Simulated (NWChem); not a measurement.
The numbers come from NWChem runs, not from measurements. System: H2F2Ge, charge 0, spin multiplicity 1, at a geometry optimised with PBE/def2-SVP. The structure started from a generated list of species. Level: CR-EOMCCSD(T)/def2-SVP, 11 core orbitals frozen.

Part of the output:

```
             Northwest Computational Chemistry Package (NWChem) 7.3.0
             --------------------------------------------------------

                                NWChem Input Module
                                -------------------

 Scaling coordinates for geometry "geometry" by  1.889725989
 (inverse scale =  0.529177249)

 Turning off AUTOSYM since
 SYMMETRY directive was detected!

                             Geometry "geometry" -> ""
                             -------------------------

 Output coordinates in angstroms (scale by  1.889725989 to convert to a.u.)

  No.       Tag          Charge          X              Y              Z
 ---- ---------------- ---------- -------------- -------------- --------------
    1 Ge                  32.0000     0.00000000     0.00000000    -0.33715500
    2 F                    9.0000    -1.38966800     0.00000000     0.72354800
    3 F                    9.0000     1.38966800     0.00000000     0.72354800
    4 H                    1.0000     0.00000000     1.33206200    -1.11745000
    5 H                    1.0000     0.00000000    -1.33206200    -1.11745000

 Effective nuclear repulsion energy (a.u.)     219.0632357345

            Nuclear Dipole moment (a.u.)
            ----------------------------
        X                 Y               Z
 ---------------- ---------------- ----------------
     0.0000000000     0.0000000000     0.0000075589

      Symmetry information
      --------------------

 Group name             C2v
 Group number             16
 Group order               4
 No. of unique centers     3

      Symmetry unique atoms

     1    2    4


 Summary of "ao basis" -> "" (spherical)
 ------------------------------------------------------------------------------
       Tag                 Description            Shells   Functions and Types
 ---------------- ------------------------------  ------  ---------------------
 *                          def2-svp                  on all atoms

 Summary of "ao basis" -> "ao basis" (spherical)
 ------------------------------------------------------------------------------
       Tag                 Description            Shells   Functions and Types
 ---------------- ------------------------------  ------  ---------------------
 Ge                         def2-svp                12       32   5s4p3d
 F                          def2-svp                 6       14   3s2p1d
 H                          def2-svp                 3        5   2s1p
[...]
CR-EOMCCSD(T) triples loop cpu wall             3.1            3.1

 CR-EOMCCSD(T)  total energy / hartree       =     -2275.281828280453738
 CR-EOMCCSD(T)  excitation energy (eV)       =     10.23379

 =========================================
 Excited-state calculation ( b2  symmetry)
 =========================================
 Dim. of EOMCC iter. space      500

 EOMCCSD SOLVER TYPE  1
  maxdiff =   0.65497393780830304

 No. of initial right vectors    1

 EOM-CCSD right-hand side iterations
 --------------------------------------------------------------
      Residuum       Omega / hartree  Omega / eV    Cpu    Wall
 --------------------------------------------------------------

 Iteration   1 using    1 trial vectors
   0.5370648537546   0.4713337779287   12.82565     0.3     0.3

 Iteration   2 using    2 trial vectors
   0.1622327551510   0.3844543928997   10.46154     0.2     0.2

 Iteration   3 using    3 trial vectors
   0.0849924973618   0.3726514928043   10.14037     0.2     0.2

 Iteration   4 using    4 trial vectors
   0.0757927348758   0.3656879284552    9.95088     0.2     0.2

 Iteration   5 using    5 trial vectors
   0.0595994886658   0.3596182711037    9.78572     0.2     0.2

 Iteration   6 using    6 trial vectors
   0.0474830148894   0.3550539820068    9.66151     0.2     0.2

 Iteration   7 using    7 trial vectors
   0.0373081444212   0.3536705752430    9.62387     0.2     0.2

 Iteration   8 using    8 trial vectors
   0.0283447852262   0.3526093689545    9.59499     0.2     0.2

 Iteration   9 using    9 trial vectors
   0.0183713738156   0.3520633913263    9.58014     0.2     0.2

 Iteration  10 using   10 trial vectors
   0.0120812605546   0.3518405556368    9.57407     0.2     0.2

 Iteration  11 using   11 trial vectors
   0.0066436870761   0.3517332221788    9.57115     0.2     0.2

 Iteration  12 using   12 trial vectors
   0.0054694128514   0.3516582778021    9.56911     0.2     0.2

 Iteration  13 using   13 trial vectors
   0.0035214581465   0.3516610880107    9.56919     0.2     0.2

 Iteration  14 using   14 trial vectors
   0.0024030130047   0.3516592824849    9.56914     0.2     0.2

 Iteration  15 using   15 trial vectors
   0.0015519884116   0.3516318554191    9.56839     0.2     0.2

 Iteration  16 using   16 trial vectors
   0.0011388708003   0.3516415751101    9.56866     0.2     0.2

 Iteration  17 using   17 trial vectors
   0.0006281858256   0.3516370523937    9.56854     0.2     0.2

 Iteration  18 using   18 trial vectors
   0.0003686623796   0.3516384243752    9.56857     0.2     0.2

 Iteration  19 using   19 trial vectors
   0.0001991177175   0.3516388193522    9.56858     0.2     0.2

 Iteration  20 using   20 trial vectors
   0.0001096570983   0.3516382208405    9.56857     0.2     0.2

 Iteration  21 using   21 trial vectors
   0.0000559564387   0.3516385840343    9.56858     0.2     0.2

 Iteration  22 using   22 trial vectors
   0.0000255244543   0.3516382899943    9.56857     0.2     0.2

 Iteration  23 using   23 trial vectors
   0.0000104839177   0.3516382273796    9.56857     0.2     0.2

 Iteration  24 using   24 trial vectors
   0.0000048997199   0.3516382325449    9.56857     0.2     0.2
 --------------------------------------------------------------
 Iterations converged
 ------------------

 Excited state root  1
 Excitation energy / hartree =        0.351638232544911
                   / eV      =        9.568567229683472
 largest EOMCCSD amplitudes: R1 and R2

 Singles contributions
    28a1  (alpha) ---    21b2  (alpha)       -0.2049826504
    28a1  (alpha) ---    26b2  (alpha)       -0.7257303064
    29a1  (alpha) ---    21b2  (alpha)       -0.2372451206
    29a1  (alpha) ---    26b2  (alpha)       -0.4273415065
    34a1  (alpha) ---    26b2  (alpha)       -0.1072078836
    27b1  (alpha) ---    23a2  (alpha)        0.2071382003

 Doubles contributions
======= CR-EOMCCSD(T) calculation ======
corresponding R0 value =     0.000000

CR-EOMCCSD(T) Intermediates cpu wall time             0.5            0.5
 creom_N i2_1 nr of boxes                   168
 creom_N i2_2 nr of boxes                   168
 creom_N i2_3 nr of boxes                   168
 creom_N i2_4 nr of boxes                   168

CR-EOMCCSD(T) triples loop cpu wall             3.0            3.0

 CR-EOMCCSD(T)  total energy / hartree       =     -2275.310399845091069
 CR-EOMCCSD(T)  excitation energy (eV)       =      9.45632

 Task  times  cpu:       46.8s     wall:       46.8s

 Total times  cpu:       46.9s     wall:       46.9s
```

### Question
Write an NWChem input that would produce this output.

### Answer
This is not unique; one that fits is 
```
start mol
memory heap 100 mb stack 700 mb global 1900 mb
geometry units angstroms nocenter noautoz
  Ge     0.000000     0.000000    -0.337155
  F     -1.389668     0.000000     0.723548
  F      1.389668     0.000000     0.723548
  H      0.000000     1.332062    -1.117450
  H      0.000000    -1.332062    -1.117450
  symmetry group C2v
end
basis spherical
  * library def2-svp
end
scf
  rhf
  nopen 0
  maxiter 100
  thresh 1e-7
  semidirect memsize 60000000 filesize 0
end
tce
  freeze core 11
  creomsd(t)
  nroots 1
  2eorb
  2emet 13
  thresh 1e-5
  maxiter 200
  tilesize 24
end
task tce energy
```
